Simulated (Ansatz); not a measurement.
H$_{3}$Cl$_{2}$GaN (SMILES [NH3]->[Ga]([Cl])[Cl]), doublet, at a GFN2-xTB geometry (such geometries of metal compounds can be far from the true shape) (the spin is typed, not shown lowest). Base run: HF/def2-SV(P) in Ansatz (a program for electronic structure).

Geometry (Å):
```xyz
7

Ga     0.4013     0.0825     0.4482
Cl     0.9664     0.9234    -1.4903
Cl    -1.7034     0.2430     1.0212
N      0.0368    -2.1492    -0.5383
H     -0.6260    -1.9421    -1.2819
H     -0.3983    -2.8182     0.0907
H      0.8540    -2.5818    -0.9595
```
Charge 0, spin multiplicity 2.
Orbitals are unrestricted.
All else is at Ansatz's defaults.

The base run was repeated with changes; each row names its change, and settings that it needs were set with it.

```tsv
change	basis functions	E (Eh)
base	88	-2897.97442
basis = cc-pVTZ-DK; relativity = spin-free X2C	183	-2920.43835
basis = x2c-TZVPall; relativity = spin-free X2C	171	-2920.42029
basis = cc-pVTZ-DK; relativity = none	183	-2886.86272
basis = cc-pVTZ-DK; relativity = spin-free X2C; nucleus = Gaussian	183	-2920.42655
basis = x2c-TZVPall; relativity = none	171	-2890.11693
basis = jorge-DZP-DKH; relativity = none	121	-2893.70697
basis = x2c-TZVPall; relativity = spin-free X2C; nucleus = Gaussian	171	-2920.41003
basis = jorge-DZP-DKH; relativity = spin-free X2C	121	-2920.28073
basis = jorge-DZP-DKH; relativity = spin-free X2C; nucleus = Gaussian	121	-2920.26991
```

Absolute energies of different levels of theory aren't comparable as measures of quality.

Ansatz warned in this series: the basis is contracted for relativity, which the run leaves out.

Basis sets contracted for a relativistic Hamiltonian are a mismatch without it, so the rows without relativity aren't non-relativistic limits. No row has spin-orbit coupling; sets with core potentials leave out the core electrons.
